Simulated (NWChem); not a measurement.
Spin states of Ge (+1)

```xyz
1

Ge     0.0000     0.0000     0.0000
```
Charge +1, spin multiplicity 2.

All runs are NWChem calculations.

Basis set: def2-TZVP. The gap is E(quartet) − E(doublet), so a negative value puts the higher spin lower. Open shells are unrestricted, coupled cluster uses restricted open-shell references. The quartet is the single determinant that the SCF runs reached, with unpaired electrons in orbitals of symmetry ag and b2u and b3u (D2h labels); it need not be the lowest quartet, which in molecules with degenerate π orbitals can need several determinants. Where the lowest doublet needs several determinants, the single determinant used here isn't a pure state and places it wrongly.

| method | vertical doublet-quartet gap (kcal/mol) | relative cost | difference from CCSD(T) |
|---|---|---|---|
| HF | 105.2 | under 3 | -28.0 |
| PBE | 149.1 | 1 | +15.9 |
| CAM-B3LYP | 151.2 | under 3 | +18.1 |
| CCSD(T) | 133.1 | 10 | 0.0 |
| B2PLYP | 144.4 | under 3 | +11.3 |
| TPSS | 143.0 | under 3 | +9.9 |
| MP2 | 126.7 | under 3 | -6.4 |
| B3LYP | 152.5 | under 3 | +19.4 |

The values span 47.4 kcal/mol, from HF (lowest) to B3LYP (highest). Costs are rough ratios of processor time within this set of runs, SCF included, with PBE as 1.

The Hamiltonian is non-relativistic. The correlated methods keep 9 core orbitals frozen. B3LYP has NWChem's definition, with VWN1-RPA local correlation. GW and range-separated runs recompute their integrals, the others keep them in memory, which bears on the times. The stability of the SCF solutions was not checked. Open-shell Hartree-Fock references start from PBE0 orbitals; any time given for them includes that run. Coupled-cluster values serve here as a point of comparison, not as the truth.
